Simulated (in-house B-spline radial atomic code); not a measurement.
The numbers below are computed, except where a source is named.
## Correlation energy from the adiabatic connection: ω²r²/2 − Z/r, ω = 0.458, Z = -0.5

Two electrons in a singlet, external potential ω²r²/2 − Z/r, ω = 0.458, Z = -0.5 (atomic units). Full CI in B-splines (partial waves to l = 8, correlation up to 0.6 % small) with the density held fixed gives W(λ) = <V_ee>_λ − U, and E_c is the integral of W(λ) − W(0) from 0 to 1.

```csv
λ,W(λ) − W(0) (hartree)
0,0.00000
0.02,-0.00217
0.05,-0.00534
0.12,-0.01234
0.25,-0.02400
0.4,-0.03558
0.6,-0.04848
0.8,-0.05910
1,-0.06795
```

(1) Integrate the table by the trapezoid rule.

(2) Now use only three numbers: W(0) = -0.43782, the initial slope W'(0) = -0.1098 (extrapolated from the first points) and the strong-coupling limit of the point-charge-plus-continuum model, W∞ = -0.59006. What do second-order theory and the interpolation W(λ) = W∞ + (W(0) − W∞)/√(1 + 2χλ) of Seidl, Perdew and Levy give?

Results:

(1) The strips give -0.00002, -0.00011, -0.00062, -0.00236, -0.00447, -0.00841, -0.01076, -0.01270, which sum to -0.03945 hartree. The direct value, W(1) − W(0) + T_c with T_c = 0.02835, is -0.03960; the curve is convex, so chords lie above it and the trapezoids fall short in size by 0.37 %.

(2) Second order keeps the slope alone: E_c = W'(0)/2 = -0.05490, +39 % in size against -0.03960. Matching the slope fixes χ = W'(0)/(W∞ − W(0)) = -0.1098/(-0.15224) = 0.72123. Integrating, with s = √(1 + 2χ) = 1.562837, E_c = −(W(0) − W∞)(s − 1)/(s + 1) = −0.15224 × 0.562837/2.562837 = -0.03343 hartree, -15.6 % in size against the full result. At λ = 1 the formula gives W − W(0) = -0.05483 against -0.06795. Part of the miss can come from the model's W∞.
